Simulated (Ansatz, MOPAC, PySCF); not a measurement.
Complex: CHN (SMILES C#N) (first 3 atoms) with HI (SMILES I); geometry from B3LYP-D3(BJ)/def2-TZVP, rigid monomers moved along the line of their centres of mass till N2···H5 is 3.15 Å.
(charge 0, multiplicity 1):
```xyz
5

C     -0.757    -0.572    -0.318
N     -0.203    -0.300     0.646
H     -1.274    -0.826    -1.216
I      2.188     0.808     4.620
H      1.367     0.433     3.273
```

Monomers are frozen at their geometry in the pair; levels with a basis set take the counterpoise correction.

The state that PM3 reach isn't checked.

Programs: Ansatz (a quantum-chemistry and plane-wave program); MOPAC for PM3 (differences of heats of formation); PySCF for the dispersion terms. Values without a source in brackets are computed. In def2 rows elements past Kr take small-core potentials, without spin–orbit coupling.

### Question
One of these levels gives -42.1 meV for the interaction energy. Name it.
A) PBE-D4/def2-TZVPPD
B) PM3
C) r2SCAN/def2-TZVPPD

### Answer
B, PM3. The others give -74.9 (PBE-D4/def2-TZVPPD), -59.2 (r2SCAN/def2-TZVPPD)
